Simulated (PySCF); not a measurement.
# Stretching TlP

Set-up: basis Tl def2-SVPD with ECP60, P def2-SVPD; scalar-relativistic core potentials; PySCF 2.14. Energies in eV from Tl + P in their ground configurations at the same level. State: ³Σ⁻ (triplet), unpaired electrons π ↑↑.

```tsv
R (Å)	UHF-MP2	BP86	UHF	M06-2X
2.358	-0.712	-1.404	0.0223	-1.129
2.468	-1.069	-1.759	-0.3555	-1.480
2.578	-1.269	-1.961	-0.5710	-1.681
2.660	-1.343	-2.038	-0.6543	-1.758
2.742	-1.368	-2.067	-0.6873	-1.786
2.824	-1.355	-2.058	-0.6818	-1.777
2.934	-1.292	-2.004	-0.6315	-1.721
3.071	-1.155	-1.889	-0.5279	-1.603
3.236	-0.928	-1.712	-0.3921	-1.422
3.455	-0.642	-1.452	-0.2535	-1.157
```

Task: Put a parabola through the three lowest points of the UHF-MP2 curve and estimate Re, k and ωe (reduced mass 26.91 u; 1 eV/Å² = 0.16022 mdyn/Å; ωe = 1302.8·√(k/μ) cm⁻¹).

Result: Through R = 2.66, 2.742, 2.824 Å the second-order coefficient is 2.83 eV/Å², so Re ≈ 2.755 Å, k ≈ 0.905 mdyn/Å and ωe ≈ 239 cm⁻¹. A polynomial fit of higher order to the unrounded UHF-MP2 energies gives Re = 2.752 Å, k = 0.871 mdyn/Å, ωe = 234 cm⁻¹; anharmonicity and rounding make the difference.

The higher-order fit for each curve: UHF-MP2: Re = 2.752 Å, ωe = 234 cm⁻¹, De = 1.37 eV; BP86: Re = 2.761 Å, ωe = 228 cm⁻¹, De = 2.07 eV; UHF: Re = 2.769 Å, ωe = 229 cm⁻¹, De = 0.69 eV; M06-2X: Re = 2.760 Å, ωe = 229 cm⁻¹, De = 1.79 eV.

Correlated steps freeze 9 core orbitals. Correlated levels converge slowly with the basis: in double zeta they bind strong bonds too weakly, by up to about 1 eV, and carry superposition errors of some tenths. ⟨S²⟩ of the unrestricted solution departs from its pure value on part of the curve, where spin states mix. These are scalar-relativistic numbers at best; spin–orbit coupling would shift them, the dissociation energy most. The state was picked by a PBE0 search and need not be the measured ground state.
